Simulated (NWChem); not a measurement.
System: C4H9Cl; SMILES CCCCCl

Excerpt of the output:

```
             Northwest Computational Chemistry Package (NWChem) 7.3.0
             --------------------------------------------------------

 C1  symmetry detected

                             Geometry "geometry" -> ""
                             -------------------------

 Output coordinates in angstroms (scale by  1.889725989 to convert to a.u.)

  No.       Tag          Charge          X              Y              Z
 ---- ---------------- ---------- -------------- -------------- --------------
    1 C                    6.0000    -0.45665965     2.72604615     0.15608187
    2 C                    6.0000    -0.30874356     1.31606090    -0.39320519
    3 C                    6.0000     0.78446481     0.51531127     0.30078880
    4 C                    6.0000     0.96015111    -0.89699722    -0.21580810
    5 Cl                  17.0000    -0.48926309    -1.91623194     0.07218214
    6 H                    1.0000     0.47444507     3.30492150     0.04237600
    7 H                    1.0000    -0.70644082     2.71298751     1.22930648
    8 H                    1.0000    -1.25508486     3.27817607    -0.36224706
    9 H                    1.0000    -1.26205569     0.77121833    -0.29408115
   10 H                    1.0000    -0.09450596     1.35731845    -1.47624304
   11 H                    1.0000     0.59140475     0.47724799     1.38686384
   12 H                    1.0000     1.75656755     1.02813116     0.17888815
   13 H                    1.0000     1.79748953    -1.40483631     0.28164704
   14 H                    1.0000     1.14037662    -0.91174825    -1.30075098

 Effective nuclear repulsion energy (a.u.)     224.5805726055

                                Z-matrix (autoz)
                                --------

 Units are Angstrom for bonds and degrees for angles

[...]

      ----------------------
      Optimization converged
      ----------------------

  Step       Energy      Delta E   Gmax     Grms     Xrms     Xmax
  ---- ---------------- -------- -------- -------- -------- --------
@    6    -617.67198035 -1.3D-07  0.00005  0.00001  0.00025  0.00097
                                     ok       ok       ok       ok

                                Z-matrix (autoz)
                                --------

 Units are Angstrom for bonds and degrees for angles

[...]

 Rotational Constants
 --------------------
 A=   0.304951 cm-1  (  0.438747 K)
 B=   0.054626 cm-1  (  0.078593 K)
 C=   0.049572 cm-1  (  0.071321 K)

 Temperature                      =   298.15K
 frequency scaling parameter      =   1.0000

 Zero-Point correction to Energy  =   74.967 kcal/mol  (  0.119467 au)
 Thermal correction to Energy     =   79.132 kcal/mol  (  0.126105 au)
 Thermal correction to Enthalpy   =   79.724 kcal/mol  (  0.127049 au)

 Total Entropy                    =   80.783 cal/mol-K
   - Translational                =   39.453 cal/mol-K (mol. weight =  92.0393)
   - Rotational                   =   27.059 cal/mol-K (symmetry #  =        1)
   - Vibrational                  =   14.271 cal/mol-K

 Cv (constant volume heat capacity) =   22.847 cal/mol-K
   - Translational                  =    2.979 cal/mol-K
   - Rotational                     =    2.979 cal/mol-K
   - Vibrational                    =   16.888 cal/mol-K

[normal modes left out]

 ----------------------------------------------------------------------------
 Normal Eigenvalue ||           Projected Infra Red Intensities
  Mode   [cm**-1]  || [atomic units] [(debye/angs)**2] [(KM/mol)] [arbitrary]
 ------ ---------- || -------------- ----------------- ---------- -----------
    1       -0.000 ||    0.000230           0.005         0.225       0.285
    2       -0.000 ||    0.000038           0.001         0.037       0.047
    3       -0.000 ||    0.000142           0.003         0.139       0.176
    4        0.000 ||    0.000546           0.013         0.532       0.675
    5        0.000 ||    0.001036           0.024         1.010       1.281
    6        0.000 ||    0.000020           0.000         0.019       0.025
    7       87.229 ||    0.000453           0.010         0.442       0.560
    8      127.262 ||    0.001540           0.036         1.502       1.904
    9      237.178 ||    0.000573           0.013         0.558       0.708
   10      253.813 ||    0.000141           0.003         0.138       0.174
   11      292.014 ||    0.000828           0.019         0.807       1.023
   12      462.337 ||    0.002460           0.057         2.398       3.041
   13      620.691 ||    0.023228           0.536        22.644      28.713
   14      737.009 ||    0.007651           0.177         7.459       9.458
   15      793.770 ||    0.000231           0.005         0.225       0.286
   16      852.852 ||    0.006696           0.154         6.527       8.277
   17      912.892 ||    0.002609           0.060         2.544       3.226
   18      978.379 ||    0.006194           0.143         6.039       7.657
   19     1028.679 ||    0.002608           0.060         2.543       3.224
   20     1053.982 ||    0.000105           0.002         0.102       0.130
   21     1082.507 ||    0.001772           0.041         1.727       2.190
   22     1174.554 ||    0.000579           0.013         0.564       0.715
   23     1212.584 ||    0.002695           0.062         2.627       3.332
   24     1260.372 ||    0.024671           0.569        24.050      30.496
   25     1279.635 ||    0.006289           0.145         6.130       7.774
   26     1295.395 ||    0.007556           0.174         7.366       9.340
   27     1354.957 ||    0.000326           0.008         0.318       0.403
   28     1362.112 ||    0.000233           0.005         0.227       0.288
   29     1408.409 ||    0.002787           0.064         2.717       3.445
   30     1420.932 ||    0.001768           0.041         1.724       2.186
   31     1429.153 ||    0.000742           0.017         0.723       0.917
   32     1432.759 ||    0.005634           0.130         5.492       6.964
   33     1444.551 ||    0.002979           0.069         2.904       3.682
   34     2925.816 ||    0.018936           0.437        18.460      23.407
   35     2939.168 ||    0.022715           0.524        22.144      28.078
   36     2944.951 ||    0.035242           0.813        34.356      43.564
   37     2974.645 ||    0.010272           0.237        10.014      12.698
   38     2991.124 ||    0.004304           0.099         4.196       5.320
   39     2995.866 ||    0.029394           0.678        28.655      36.335
   40     3017.410 ||    0.056074           1.294        54.664      69.315
   41     3025.178 ||    0.031663           0.731        30.867      39.140
   42     3054.991 ||    0.015809           0.365        15.411      19.542
 ----------------------------------------------------------------------------
```

Level: BLYP/def2-SVP. 

### Question
Reconstruct the input file.

### Answer
Several could match; the one computed here: the input that was run:
```
start job
memory heap 200 mb stack 900 mb global 1100 mb
geometry units angstroms
  C     -0.460379     2.713995     0.158307
  C     -0.308837     1.306565    -0.396517
  C      0.779234     0.502313     0.301489
  C      0.958312    -0.907600    -0.220459
  Cl    -0.493325    -1.927831     0.052411
  H      0.471630     3.293177     0.053956
  H     -0.717807     2.695965     1.229651
  H     -1.254977     3.268737    -0.363105
  H     -1.262942     0.761489    -0.306746
  H     -0.086876     1.352848    -1.477795
  H      0.578429     0.459205     1.385970
  H      1.752285     1.015469     0.188926
  H      1.791980    -1.417963     0.280565
  H      1.146264    -0.917308    -1.304147
end
basis spherical
  * library def2-svp
end
dft
  xc becke88 lyp
  iterations 150
end
driver
  maxiter 120
end
task dft optimize
task dft freq
```
